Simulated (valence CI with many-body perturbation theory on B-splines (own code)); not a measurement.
## E1 line list for Tl LXVII

Method: relativistic CI+MBPT: five valence electrons over a frozen Dirac-Fock core [Ne], radial functions for each j: 11 s, 11 p, 10 d, 8 f, 5 g, 2 h, with the one-electron correlation potential Σ1, the two-electron term Σ2, the three-electron term Σ3, Breit, model QED; selected CI, second order for the rest, scaled by the run's own slope (own B-spline code, finite nucleus).

The last digits are not significant, and no measured levels were compared; by estimate large intervals hold to a few tenths of a per cent, small ones and those within an open d or f shell to about a per cent. Among the levels kept, up to 3300 cm⁻¹ of a level comes from second order outside the variational space, and about a tenth of that is noise between levels of different J, which matters for small intervals.

Lines 51 to 100 of 565 in falling wavelength, among levels below 15009 × 10³ cm⁻¹, chosen from the strongest by gf and those to the six lowest levels. Wavelengths and rates use the calculated energies. Electric multipoles are in the length gauge, E1 and E2 with the static RPA response of the core. Weak lines are less certain than strong ones. Lines between different terms over intervals too small for the method are left out, as are lines whose strength nearly cancels. The highest levels of a list are the least certain.

Levels are named by their leading jj configuration (3d3/2^4 stands for four electrons in 3d with j = 3/2), which in mixed levels can hold well under half, so a name can repeat and another be missing. Letters in brackets count levels of one name in rising energy.

```csv
λ vac (nm),Upper,Lower,A (s⁻¹),log gf,Branch %
5.612,(3s 3p1/2 3p3/2^2 3d5/2) J=3/2 [e],(3s^2 3p3/2^2 3d5/2) J=5/2 [b],3.70e+10,-1.16,0.8
5.609,(3s 3p1/2^2 3p3/2^2) J=3/2,(3s^2 3p1/2 3p3/2^2) J=5/2,4.12e+10,-1.11,2.5
5.603,(3s 3p1/2^2 3d5/2^2) J=7/2,(3s^2 3p1/2 3d5/2^2) J=7/2,2.04e+10,-1.11,2.5
5.592,(3s 3p1/2 3p3/2^2 3d5/2) J=7/2 [b],(3s^2 3p3/2^2 3d5/2) J=7/2,2.32e+10,-1.06,1.2
5.557,(3s 3p1/2^2 3p3/2 3d5/2) J=5/2 [b],(3s^2 3p1/2 3p3/2 3d5/2) J=5/2 [b],2.12e+10,-1.23,1.2
5.543,(3p1/2^2 3p3/2^2 3d3/2) J=3/2,(3s 3p1/2 3p3/2^2 3d3/2) J=5/2 [c],3.25e+10,-1.22,0.8
5.528,(3s 3p1/2^2 3d3/2^2) J=3/2,(3s 3p1/2^2 3p3/2 3d3/2) J=5/2 [b],4.42e+10,-1.09,44.1
5.491,(3s 3p1/2 3p3/2^3) J=3/2 [b],(3s^2 3p3/2^3) J=3/2,3.19e+10,-1.24,0.6
5.477,(3s 3p1/2^2 3d3/2 3d5/2) J=5/2 [b],(3s^2 3p1/2 3d3/2 3d5/2) J=7/2 [a],2.47e+10,-1.18,4.8
5.430,(3p1/2^2 3p3/2^2 3d3/2) J=5/2,(3s 3p1/2 3p3/2^2 3d3/2) J=7/2 [b],2.94e+10,-1.11,0.5
5.427,(3s^2 3p1/2 3p3/2 3d3/2) J=1/2 [a],(3s^2 3p1/2 3p3/2^2) J=1/2,5.65e+09,-2.30,38.3
5.410,(3s^2 3p1/2 3p3/2 3d3/2) J=3/2 [a],(3s^2 3p1/2 3p3/2^2) J=1/2,3.53e+09,-2.21,0.6
5.388,(3s 3p1/2^2 3d3/2 3d5/2) J=3/2 [b],(3s^2 3p1/2 3d3/2 3d5/2) J=5/2 [a],3.01e+10,-1.28,5.9
5.378,(3s 3p1/2^2 3p3/2 3d3/2) J=5/2 [b],(3s^2 3p1/2 3p3/2 3d3/2) J=7/2,6.14e+10,-0.80,2.9
5.371,(3s 3p1/2 3p3/2^2 3d5/2) J=7/2 [c],(3s^2 3p3/2^2 3d5/2) J=9/2,4.29e+10,-0.83,1.1
5.337,(3s 3p1/2 3p3/2^2 3d5/2) J=9/2 [c],(3s^2 3p3/2^2 3d5/2) J=9/2,3.66e+10,-0.81,1.2
5.328,(3s 3p1/2^2 3p3/2 3d5/2) J=7/2 [b],(3s^2 3p1/2 3p3/2 3d5/2) J=9/2,5.05e+10,-0.76,2.1
5.308,(3s 3p1/2^2 3p3/2 3d3/2) J=3/2 [b],(3s^2 3p1/2 3p3/2 3d3/2) J=5/2 [a],3.31e+10,-1.25,2.5
5.299,(3s 3p1/2^2 3p3/2^2) J=3/2,(3s^2 3p1/2 3p3/2^2) J=3/2,2.15e+10,-1.44,1.3
5.294,(3p1/2^2 3p3/2^3) J=3/2,(3s 3p1/2 3p3/2^3) J=5/2,8.64e+10,-0.84,1.9
5.263,(3s 3p1/2 3p3/2^2 3d3/2) J=5/2 [e],(3s^2 3p3/2^2 3d3/2) J=7/2,4.97e+10,-0.91,0.6
5.234,(3s 3p1/2 3p3/2^2 3d5/2) J=5/2 [c],(3s^2 3p3/2^2 3d5/2) J=7/2,2.64e+10,-1.19,0.7
5.217,(3s 3p1/2^2 3p3/2^2) J=1/2,(3s^2 3p1/2 3p3/2^2) J=3/2,4.54e+08,-3.43,0.0
5.203,(3p1/2^2 3p3/2^2 3d3/2) J=7/2,(3s 3p1/2 3p3/2^2 3d3/2) J=9/2,4.53e+10,-0.83,0.9
5.171,(3s 3p1/2 3p3/2 3d3/2^2) J=5/2 [a],(3s 3p1/2 3p3/2^2 3d3/2) J=7/2 [a],4.49e+10,-0.97,3.7
5.127,(3s^2 3p1/2 3p3/2 3d3/2) J=5/2 [a],(3s^2 3p1/2 3p3/2^2) J=5/2,9.29e+09,-1.66,77.2
5.108,(3s 3p1/2 3p3/2 3d3/2^2) J=7/2 [a],(3s 3p1/2 3p3/2^2 3d3/2) J=9/2,6.09e+10,-0.72,4.2
5.053,(3s 3p1/2^2 3p3/2 3d3/2) J=1/2 [b],(3s^2 3p1/2 3p3/2 3d3/2) J=3/2 [a],6.91e+10,-1.28,2.5
5.031,(3s 3p1/2^2 3d3/2^2) J=5/2,(3s 3p1/2^2 3p3/2 3d3/2) J=3/2 [b],2.43e+10,-1.26,23.7
5.029,(3s^2 3p1/2 3p3/2 3d3/2) J=3/2 [a],(3s^2 3p1/2 3p3/2^2) J=5/2,2.69e+10,-1.39,4.2
5.020,(3s 3p1/2^2 3p3/2 3d5/2) J=7/2 [b],(3s^2 3p1/2 3p3/2 3d5/2) J=7/2 [a],2.43e+10,-1.13,1.0
4.918,(3p1/2^2 3p3/2^2 3d3/2) J=1/2,(3p1/2^2 3p3/2^3) J=3/2,9.72e+10,-1.15,2.4
4.867,(3s^2 3p1/2 3p3/2 3d3/2) J=5/2 [a],(3s^2 3p1/2 3p3/2^2) J=3/2,1.02e+08,-3.66,0.8
4.853,(3s^2 3p1/2 3p3/2 3d3/2) J=7/2,(3s^2 3p1/2 3p3/2^2) J=5/2,2.23e+09,-2.20,98.8
4.804,(3s^2 3p1/2^2 3d3/2) J=3/2,(3s^2 3p1/2^2 3p3/2) J=3/2,1.62e+10,-1.65,100.0
4.792,(3s^2 3p1/2 3p3/2 3d3/2) J=1/2 [a],(3s^2 3p1/2 3p3/2^2) J=3/2,6.80e+09,-2.33,46.1
4.778,(3s^2 3p1/2 3p3/2 3d3/2) J=3/2 [a],(3s^2 3p1/2 3p3/2^2) J=3/2,6.94e+08,-3.02,0.1
4.730,(3p1/2^2 3p3/2^2 3d3/2) J=5/2,(3s 3p1/2 3p3/2^2 3d3/2) J=7/2 [a],2.89e+10,-1.24,0.5
4.466,(3s^2 3p1/2 3d3/2 3d5/2) J=9/2,(3s^2 3p1/2 3p3/2 3d5/2) J=9/2,2.12e+10,-1.20,4.5
4.354,(3s^2 3p1/2 3p3/2 3d3/2) J=1/2 [b],(3s^2 3p1/2 3p3/2^2) J=1/2,1.23e+09,-3.16,0.0
4.327,(3s^2 3p1/2 3p3/2 3d3/2) J=3/2 [b],(3s^2 3p1/2 3p3/2^2) J=1/2,1.75e+09,-2.71,0.0
4.286,(3s^2 3p1/2 3p3/2^2) J=5/2,(3s^2 3p1/2^2 3d3/2) J=3/2,4.44e+08,-3.13,59.5
4.283,(3s^2 3p1/2 3p3/2 3d3/2) J=5/2 [b],(3s^2 3p1/2 3p3/2^2) J=5/2,3.95e+09,-2.19,0.1
4.141,(3s 3p1/2^2 3d3/2 3d5/2) J=9/2,(3s 3p1/2^2 3p3/2 3d5/2) J=9/2,2.78e+10,-1.15,5.3
4.100,(3s^2 3p1/2 3p3/2 3d3/2) J=5/2 [b],(3s^2 3p1/2 3p3/2^2) J=3/2,2.53e+08,-3.42,0.0
4.079,(3s^2 3p1/2 3p3/2 3d3/2) J=3/2 [b],(3s^2 3p1/2 3p3/2^2) J=5/2,3.14e+09,-2.50,0.0
3.935,(3s^2 3p1/2 3p3/2 3d3/2) J=1/2 [b],(3s^2 3p1/2 3p3/2^2) J=3/2,1.13e+10,-2.28,0.1
3.913,(3s^2 3p1/2 3p3/2 3d3/2) J=3/2 [b],(3s^2 3p1/2 3p3/2^2) J=3/2,2.45e+08,-3.65,0.0
3.459,(3s 3p1/2^2 3d3/2 3d5/2) J=7/2 [b],(3s^2 3p1/2 3d3/2^2) J=5/2,6.41e+10,-1.04,12.4
3.412,(3s^2 3p1/2 3p3/2 3d5/2) J=3/2 [a],(3s^2 3p1/2 3p3/2^2) J=1/2,3.06e+09,-2.67,0.9
```
